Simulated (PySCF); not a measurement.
The same groups moved round the core (propene hydroxy+silyl). All species are isolated molecules in the gas phase. One relaxed conformer stands for each flexible species; it need not be the lowest. Strings in code marks are SMILES.

These are PBE-D3(BJ)/def2-TZVP // PBE0-D3(BJ)/def2-TZVP (PySCF) values and carry that method's errors. Excitations are Tamm–Dancoff values on a coarser integration grid. The basis has no diffuse functions, so Rydberg states are missing or too high.

A: `[SiH3]/C=C/CO` (H–O–C–C torsion 58°, O–C–C–C torsion -126°)
B: `OC/C=C\[SiH3]` (H–O–C–C torsion 73°, O–C–C–C torsion 8°)
C: `C/C=C(\O)[SiH3]` (Si–C–O–H torsion 180°)

Q: Which member has the lowest brightest of the four lowest singlets (TDA)?

A: B (6.14 eV); next is C (6.26 eV).
